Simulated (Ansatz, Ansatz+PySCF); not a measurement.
```yaml
atoms:
  - { symbol: C, position_ang: [0.0432, -0.0472, -0.6826] }
  - { symbol: O, position_ang: [0.0315, -0.0475, 0.6784] }
  - { symbol: H, position_ang: [-0.0464, 0.8526, 0.9970] }
  - { symbol: H, position_ang: [0.0444, -1.0439, -1.1296] }
  - { symbol: H, position_ang: [-0.4060, 0.7948, -1.2116] }
```

Basis set: def2-SVP (spherical functions). Correlated methods keep 2 orbitals frozen. Correlation on ROHF uses semicanonical orbitals with singles. Charge 0, multiplicity 2.

Computed with Ansatz (development build ahead of 0.2.0); each method stands on the lowest determinant of its kind that the runs found.

(1) Give the atomization energy at this shape (free ground-state atoms in the same class of orbitals less the molecule, no zero-point energy) of doublet CH₃O by ROHF-CCSD(T), ROHF-MP2, UHF, ROHF.

## Answers

(1)

```tsv
method	atomization energy
ROHF-CCSD(T)	386.28 kcal/mol
ROHF-MP2	390.23 kcal/mol
UHF	291.66 kcal/mol
ROHF	294.78 kcal/mol
```
